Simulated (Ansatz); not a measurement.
Cost and result up the ladder for HfAg12 (the lowest singlet isomer of a short search) (13 atoms). Total charge 0; singlet. Geometry: r2SCAN-D4/def2-SVP.

Cartesian coordinates in Å:
```
Hf 0.2356 -0.2755 -0.2150
Ag 0.1220 2.7082 -0.4544
Ag -2.1501 1.2493 -1.1559
Ag 2.9372 -0.5569 0.8493
Ag 0.2324 1.0296 -2.7523
Ag 1.3424 1.5038 1.7805
Ag -1.4162 1.4955 1.4986
Ag -0.2522 -0.7784 2.5389
Ag -2.4326 -0.9306 0.6238
Ag 1.2830 -2.6623 1.1453
Ag -0.8775 -2.9735 -0.4307
Ag 2.4511 1.3353 -1.0689
Ag -1.4750 -1.1444 -2.3591
```

Ansatz on 2 threads of AMD EPYC 7R13 on a shared host and a share (18 GiB) of an NVIDIA H100 80GB HBM3. Times are rough, and most runs start from the orbitals of an earlier one. PBE0-D4/def2-TZVP serves as the yardstick here, not as an exact answer. Differences are given only for rows in sets of like size (and for xTB, whose basis is part of the method), since another set adds its own error. Binding counts from free atoms at the same level (Hf triplet, Ag doublet; other spins of the atoms weren't run), without zero-point energy or a counterpoise term.

In the def2 sets Ag, Hf take a core potential; there is no spin–orbit coupling. HSE06 is defined as in plane-wave codes, on full-range PBE exchange. Correlated methods freeze no core orbitals; core or outer-core shells of Hf, Ag are correlated, in sets that lack core-valence functions. Single mean-field runs in def2-SVP, def2-TZVP are fitted with def2-universal-jkfit. No other spin state of charge 0 was run. The structure comes from a short search, and lower isomers may exist.

Second-order perturbation terms are unreliable where d shells bring near-degenerate states, and here MP2/def2-TZVP lies more than 0.4 eV from the median of the functionals without such a term.

Correlated methods converge slowly with the basis.

```
                         level  functions  wall time
              PBE0-D4/def2-SVP        404      9.5 s
               PBE-D4/def2-SVP        404       10 s
           r2SCAN-D4/def2-TZVP        520       13 s
PBE-D4/def2-TZVP (with forces)        520       14 s
             PBE0-D4/def2-TZVP        520       16 s
            HSE06-D4/def2-TZVP        520       16 s
             RPA@PBE/def2-TZVP        520       19 s
                 MP2/def2-TZVP        520       23 s
```

(1) Estimate what each level gives for the binding energy per atom (eV).

## Answers

(1) 
| level | binding energy per atom (eV) | difference from PBE0-D4/def2-TZVP (eV) | remarks |
| --- | --- | --- | --- |
| PBE0-D4/def2-SVP | 1.96 | – | – |
| PBE-D4/def2-SVP | 2.16 | – | – |
| r2SCAN-D4/def2-TZVP | 2.24 | 0.22 | – |
| PBE-D4/def2-TZVP (with forces) | 2.22 | 0.20 | – |
| PBE0-D4/def2-TZVP | 2.01 | 0.00 | – |
| HSE06-D4/def2-TZVP | 2.01 | 0.00 | – |
| RPA@PBE/def2-TZVP | 1.98 | -0.03 | – |
| MP2/def2-TZVP | 2.51 | 0.50 | test for broken spin undecided |
